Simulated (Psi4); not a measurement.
C₂F₄, singlet, geometry from GFN2-xTB; Psi4 with MP2/STO-3G.

Here is a job for Psi4.
```
memory 2 GB

molecule {
0 1
  C    -0.00105308    0.00248000    0.66437482
  C     0.00105308   -0.00248000   -0.66437482
  F     0.00273819    1.10118120    1.39657234
  F    -0.00717847   -1.09072435    1.40473865
  F     0.00717847    1.09072435   -1.40473865
  F    -0.00273819   -1.10118120   -1.39657234
}

set basis sto-3g

energy('mp2')
print_variables()
```

Problem. What does Psi4 print? Leave out banner, timings and long lists.

Solution. 
```
    SCF Algorithm Type (re)set to DF.

   => Loading Basis Set <=

    Name: STO-3G
    Role: ORBITAL
    Keyword: BASIS

         ---------------------------------------------------------
                                   SCF
               by Justin Turney, Rob Parrish, Andy Simmonett
                          and Daniel G. A. Smith
                              RHF Reference
         ---------------------------------------------------------

  ==> Geometry <==

    Molecular point group: ci
    Full point group: Ci

    Geometry (in Angstrom), charge = 0, multiplicity = 1:

       Center              X                  Y                   Z               Mass
    ------------   -----------------  -----------------  -----------------  -----------------
         C           -0.001053080000     0.002480000000     0.664374820000    12.000000000000
         C            0.001053080000    -0.002480000000    -0.664374820000    12.000000000000
         F            0.002738190000     1.101181200000     1.396572340000    18.998403162730
         F           -0.007178470000    -1.090724350000     1.404738650000    18.998403162730
         F            0.007178470000     1.090724350000    -1.404738650000    18.998403162730
         F           -0.002738190000    -1.101181200000    -1.396572340000    18.998403162730

  Running in ci symmetry.

  Rotational constants: A =      0.18468  B =      0.10557  C =      0.06717 [cm^-1]
  Rotational constants: A =   5536.57911  B =   3164.88784  C =   2013.75837 [MHz]
  Nuclear repulsion =  243.612854668461949

  Charge       = 0
  Multiplicity = 1
  Electrons    = 48
  Nalpha       = 24
  Nbeta        = 24

  ==> Algorithm <==

  SCF Algorithm Type is DF.
  DIIS enabled.
  MOM disabled.
  Fractional occupation disabled.
  Guess Type is SAD.
  Energy threshold   = 1.00e-08
  Density threshold  = 1.00e-08
  Integral threshold = 1.00e-12

  ==> Primary Basis <==

  Basis Set: STO-3G
    Blend: STO-3G
    Number of shells: 18
    Number of basis functions: 30
    Number of Cartesian functions: 30
    Spherical Harmonics?: true
    Max angular momentum: 1

   => Loading Basis Set <=

    Name: (STO-3G AUX)
    Role: JKFIT
    Keyword: DF_BASIS_SCF

  ==> Integral Setup <==

  SCF_SUBTYPE=INCORE selected. In-core MEM_DF algorithm will be used.
  Using in-core AOs.

  ==> MemDFJK: Density-Fitted J/K Matrices <==

    J tasked:                   Yes
    K tasked:                   Yes
    wK tasked:                   No
    Algorithm:                 Core
    Schwarz Cutoff:           1E-12
    Mask sparsity (%):       2.2222
    Fitting Condition:        1E-10

   => Auxiliary Basis Set <=

  Basis Set: (STO-3G AUX)
    Blend: DEF2-UNIVERSAL-JKFIT
    Number of shells: 150
    Number of basis functions: 458
    Number of Cartesian functions: 550
    Spherical Harmonics?: true
    Max angular momentum: 4

  Minimum eigenvalue in the overlap matrix is 3.0198175669E-01.
  Reciprocal condition number of the overlap matrix is 1.3757716506E-01.
    Using symmetric orthogonalization.

  ==> Pre-Iterations <==

  SCF Guess: Superposition of Atomic Densities via on-the-fly atomic UHF (no occupation information).

   -------------------------
    Irrep   Nso     Nmo
   -------------------------
     Ag        15      15
     Au        15      15
   -------------------------
    Total      30      30
   -------------------------

  ==> Iterations <==

                           Total Energy        Delta E     RMS |[F,P]|

   @DF-RHF iter SAD:  -464.65753037382098   -4.64658e+02   0.00000e+00
   @DF-RHF iter   1:  -466.71751615752481   -2.05999e+00   2.33351e-02 DIIS/ADIIS
   @DF-RHF iter   2:  -466.88498965333935   -1.67473e-01   7.04920e-03 DIIS/ADIIS
   @DF-RHF iter   3:  -466.90020397079991   -1.52143e-02   1.58829e-03 DIIS/ADIIS
   @DF-RHF iter   4:  -466.90170541165946   -1.50144e-03   1.97701e-04 DIIS/ADIIS
   @DF-RHF iter   5:  -466.90173219127331   -2.67796e-05   3.50811e-05 DIIS
   @DF-RHF iter   6:  -466.90173273651749   -5.45244e-07   3.33413e-06 DIIS
   @DF-RHF iter   7:  -466.90173274307028   -6.55280e-09   5.79037e-07 DIIS
   @DF-RHF iter   8:  -466.90173274326861   -1.98327e-10   1.42794e-07 DIIS
   @DF-RHF iter   9:  -466.90173274328242   -1.38130e-11   1.56569e-08 DIIS
   @DF-RHF iter  10:  -466.90173274328259   -1.70530e-13   1.41586e-09 DIIS
  Energy and wave function converged.

  ==> Post-Iterations <==

    Orbital Energies [Eh]
    ---------------------

    Doubly Occupied:

       1Au   -26.009607     1Ag   -26.009605     2Ag   -26.009528
       2Au   -26.009452     3Ag   -11.197490     3Au   -11.196806
       4Ag    -1.604511     4Au    -1.587760     5Au    -1.536109
       5Ag    -1.525940     6Ag    -0.997458     6Au    -0.754681
       7Ag    -0.703699     7Au    -0.679086     8Au    -0.668018
       8Ag    -0.599622     9Ag    -0.597202     9Au    -0.555260
      10Ag    -0.525968    10Au    -0.522998    11Ag    -0.501277
      11Au    -0.500602    12Ag    -0.466251    12Au    -0.271449

    Virtual:

      13Ag     0.301847    13Au     0.477340    14Au     0.560989
      14Ag     0.632105    15Ag     0.871212    15Au     0.952078

    Final Occupation by Irrep:
             Ag    Au
    DOCC [    12,   12 ]
    NA   [    12,   12 ]
    NB   [    12,   12 ]

  @DF-RHF Final Energy:  -466.90173274328259

   => Energetics <=

    Nuclear Repulsion Energy =            243.6128546684619494
    One-Electron Energy =               -1138.9684156413509299
    Two-Electron Energy =                 428.4538282296063585
    Total Energy =                       -466.9017327432825937

Computation Completed

Properties will be evaluated at   0.000000,   0.000000,   0.000000 [a0]

Properties computed using the SCF density matrix

 Multipole Moments:

 ------------------------------------------------------------------------------------
     Multipole            Electronic (a.u.)      Nuclear  (a.u.)        Total (a.u.)
 ------------------------------------------------------------------------------------

 L = 1.  Multiply by 2.5417464519 to convert [e a0] to [Debye]
 Dipole X            :          0.0000000            0.0000000            0.0000000
 Dipole Y            :          0.0000000            0.0000000            0.0000000
 Dipole Z            :          0.0000000           -0.0000000           -0.0000000
 Magnitude           :                                                    0.0000000

 ------------------------------------------------------------------------------------

  //>>>>>>>>>>>>>>>>>>>>>>>>>>>>>>>>>>>//
  //               DFMP2               //
  //<<<<<<<<<<<<<<<<<<<<<<<<<<<<<<<<<<<//

   => Loading Basis Set <=

    Name: (STO-3G AUX)
    Role: RIFIT
    Keyword: DF_BASIS_MP2

	 --------------------------------------------------------
	                          DF-MP2
	      2nd-Order Density-Fitted Moller-Plesset Theory

	        Rob Parrish, Justin Turney, Andy Simmonett,
	           Ed Hohenstein, and C. David Sherrill
	 --------------------------------------------------------

   => Auxiliary Basis Set <=

  Basis Set: (STO-3G AUX)
    Blend: DEF2-SVP-RI
    Number of shells: 96
    Number of basis functions: 288
    Number of Cartesian functions: 330
    Spherical Harmonics?: true
    Max angular momentum: 3

	 --------------------------------------------------------
	                 NBF =    30, NAUX =   288
	 --------------------------------------------------------
	   CLASS    FOCC     OCC    AOCC    AVIR     VIR    FVIR
	   PAIRS       0      24      24       6       6       0
	 --------------------------------------------------------

	-----------------------------------------------------------
	 ==================> DF-MP2 Energies <====================
	-----------------------------------------------------------
	 Reference Energy          =    -466.9017327432825937 [Eh]
	 Singles Energy            =      -0.0000000000000000 [Eh]
	 Same-Spin Energy          =      -0.0323827209233323 [Eh]
	 Opposite-Spin Energy      =      -0.1436006008834919 [Eh]
	 Correlation Energy        =      -0.1759833218068242 [Eh]
	 Total Energy              =    -467.0777160650894189 [Eh]
	-----------------------------------------------------------
	 ================> DF-SCS-MP2 Energies <==================
	-----------------------------------------------------------
	 SCS Same-Spin Scale       =       0.3333333333333333 [-]
	 SCS Opposite-Spin Scale   =       1.2000000000000000 [-]
	 SCS Same-Spin Energy      =      -0.0107942403077774 [Eh]
	 SCS Opposite-Spin Energy  =      -0.1723207210601903 [Eh]
	 SCS Correlation Energy    =      -0.1831149613679677 [Eh]
	 SCS Total Energy          =    -467.0848477046505423 [Eh]
	-----------------------------------------------------------

  Variable Map:
  ----------------------------------------------------------------------------
  "CURRENT CORRELATION ENERGY"           =>      -0.175983321807
  "CURRENT ENERGY"                       =>    -467.077716065089
  "CURRENT REFERENCE ENERGY"             =>    -466.901732743283
  "CUSTOM SCS-MP2 CORRELATION ENERGY"    =>      -0.183114961368
  "CUSTOM SCS-MP2 TOTAL ENERGY"          =>    -467.084847704651
  "DD SOLVATION ENERGY"                  =>       0.000000000000
  "HF KINETIC ENERGY"                    =>     461.389952325193
  "HF POTENTIAL ENERGY"                  =>    -928.291685068476
  "HF TOTAL ENERGY"                      =>    -466.901732743283
  "HF VIRIAL RATIO"                      =>       2.011946034781
  "MP2 CORRELATION ENERGY"               =>      -0.175983321807
  "MP2 DOUBLES ENERGY"                   =>      -0.175983321807
  "MP2 OPPOSITE-SPIN CORRELATION ENERGY" =>      -0.143600600883
  "MP2 SAME-SPIN CORRELATION ENERGY"     =>      -0.032382720923
  "MP2 SINGLES ENERGY"                   =>      -0.000000000000
  "MP2 TOTAL ENERGY"                     =>    -467.077716065089
  "NUCLEAR REPULSION ENERGY"             =>     243.612854668462
  "ONE-ELECTRON ENERGY"                  =>   -1138.968415641351
  "PCM POLARIZATION ENERGY"              =>       0.000000000000
  "PE ENERGY"                            =>       0.000000000000
  "SCF ITERATION ENERGY"                 =>    -466.901732743283
  "SCF ITERATIONS"                       =>      10.000000000000
  "SCF TOTAL ENERGY"                     =>    -466.901732743283
  "SCS-MP2 CORRELATION ENERGY"           =>      -0.183114961368
  "SCS-MP2 TOTAL ENERGY"                 =>    -467.084847704651
  "TWO-ELECTRON ENERGY"                  =>     428.453828229606

  Array Variable Map:
  ----------------------------------------------------------------------------
  "CURRENT DIPOLE"                       =>       0.000000000000 ... -0.000000000000 1 by 3
  "SCF DIPOLE"                           =>       0.000000000000 ... -0.000000000000 1 by 3
  "SCF TOTAL ENERGIES"                   =>    -464.657530373821 ... -466.901732743283 1 by 11
```
